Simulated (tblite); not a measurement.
A structure optimised at GFN2-xTB (Å):
```
atom  x, y, z in Å
C1     2.918    0.571    0.493
C2     2.380   -0.834    0.182
O3     3.283   -1.580   -0.586
C4     1.065   -0.695   -0.577
O5     0.981   -0.955   -1.753
O6     0.086   -0.244    0.189
C7    -1.198   -0.031   -0.396
C8    -2.356   -0.699    0.360
C9    -3.095    0.649    0.378
C10   -1.810    1.346   -0.096
H11    3.879    0.481    0.992
H12    3.056    1.130   -0.430
H13    2.223    1.102    1.136
H14    2.203   -1.373    1.121
H15    2.969   -1.556   -1.504
H16   -1.149   -0.282   -1.458
H17   -2.045   -1.025    1.349
H18   -2.848   -1.520   -0.155
H19   -3.897    0.701   -0.353
H20   -3.476    0.967    1.345
H21   -1.277    1.848    0.708
H22   -1.902    2.018   -0.946
```

Charge 0, singlet.

Question: Which heavy atoms are bonded, and with what formal order?

Answer: C1–C2 1.54 Å (single); C2–O3 1.40 Å (single); C2–C4 1.52 Å (single); C4–O5 1.21 Å (double); C4–O6 1.32 Å (single); O6–C7 1.43 Å (single); C7–C8 1.54 Å (single); C8–C9 1.54 Å (single); C9–C10 1.54 Å (single); C7–C10 1.54 Å (single). Bonds to hydrogen (Å): C1–H11 1.09; C1–H12 1.09; C1–H13 1.09; C2–H14 1.10; O3–H15 0.97; C7–H16 1.09; C8–H17 1.09; C8–H18 1.09; C9–H19 1.09; C9–H20 1.09; C10–H21 1.09; C10–H22 1.09.

Question: Which species is it?

Answer: `C[C@H](O)C(=O)OC1CCC1`, C7H12O3. Among its features: ester, alcohol and cyclobutane ring.

Question: What is the point group of this geometry?

Answer: C1 (no symmetry element, even within 0.4 Å).

Question: Which rings does it hold (smallest set)?

Answer: C7–C8–C9–C10 (4 members, 0.08 Å rms from planarity).

Question: Describe the place of each heavy atom.

Answer: C1: methyl carbon; C2: carbinol carbon (C–OH); O3: alcohol oxygen; C4: ester carbonyl carbon; O5: ester carbonyl oxygen; O6: ester single-bonded oxygen; C7: sp3 carbon bound to oxygen; C8: four-membered-ring carbon; C9: four-membered-ring carbon; C10: four-membered-ring carbon.

Question: What is the arrangement about C9?

Answer: It has 4 neighbours (C8, C10, H19, H20) and has angles from 89.5° to 115.8°.

Question: What is the arrangement about C4?

Answer: It has 3 neighbours (C2, O5, O6) and is planar (angles 125.8°, 121.7° and 112.4°, sum 360.0°, 0.01 Å off the plane of its three neighbours).

These are computed values.
